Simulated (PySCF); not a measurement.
**Frontier orbitals and the lowest excitations**

C₆H₆FNO.
SMILES with atom numbers: `[CH3:1][O:2]/[CH:3]=[C:4]1/[CH2:5][C@:6]1([F:7])[C:8]#[N:9]` (hydrogens: H10, H11, H12 on C1; H13 on C3; H14, H15 on C5)

Theory: TDDFT wB97X-D/def2-SVPD, vertical, gas phase, core orbitals frozen in the response in PySCF. One conformer (not necessarily the lowest) at the GFN2-xTB geometry, without solvent, vibrations or thermal averaging. Torsions of this conformer, `[CH3:1][O:2]/[CH:3]=[C:4]1/[CH2:5][C@:6]1([F:7])[C:8]#[N:9]`: C1–O2–C3–C4 0°.

Kohn–Sham orbitals with the atoms that hold most of them (Löwdin shares over 4%, at most four atoms; ? is withheld):

| orbital | ε (eV) | atoms |
| --- | --- | --- |
| LUMO+2 | 2.31 | C1 17%, C8 14%, N9 10%, C3 10% |
| LUMO+1 | 1.82 | N9 18%, C8 18%, C5 12%, C3 11% |
| LUMO | 0.76 | C3 19%, N9 13%, C4 13%, C8 12% |
| HOMO | -9.29 | ? |
| HOMO-1 | -10.75 | ? |
| HOMO-2 | -11.78 | C5 24%, C4 19%, O2 12%, N9 11% |
| HOMO-3 | -12.27 | N9 28%, C8 23%, O2 21%, C1 9% |

Problem. Give the leading atoms of the HOMO-1.

Solution. N9 (bonded to C) 20%; C6 (bonded to 3 C and F) 20%; F7 (bonded to C) 13%; C4 (bonded to 3 C) 12%. By element: carbon 32% or more, nitrogen 20%, fluorine 13%.

Problem. Which atoms hold the HOMO, and with what shares?

Solution. C4 (bonded to 3 C) 32%; O2 (bonded to 2 C) 26%; C3 (bonded to C, O and H) 18%; C5 (bonded to 2 C and 2 H) 6%. By element: carbon 57% or more, oxygen 26%.

Problem. How does S1 compare with the orbital gap of 10.05 eV?

Solution. S1 is at 6.06 eV (f = 0.273), 3.99 eV below the gap, made of HOMO→LUMO (97%). Without the coupling terms of the response equations the lowest excitation would equal the gap.

Problem. Give energy, strength and leading configuration of S1, S2 and S3, and follow the Löwdin shares of the leading atoms from the occupied to the empty orbital.

Solution. 
- S1 (6.06 eV, f 0.273), HOMO→LUMO (97%): C4 32% → 13%, O2 26% → at most 13%, C3 18% → 19%, N9 at most 7% → 13%
- S2 (6.41 eV, f 0.0027), HOMO-1→LUMO (91%): N9 20% → 13%, C6 20% → at most 13%, C3 at most 13% → 19%
- S3 (6.66 eV, f 0.0030), HOMO→LUMO+1 (87%): C4 32% → at most 11%, O2 26% → at most 11%, N9 at most 7% → 18%, C8 at most 7% → 18%

Hardware: Arm Neoverse V1, one thread, no GPU, shared host. Cost: 66 s wall (grids of density and orbitals included), 0.98 GiB resident at most.
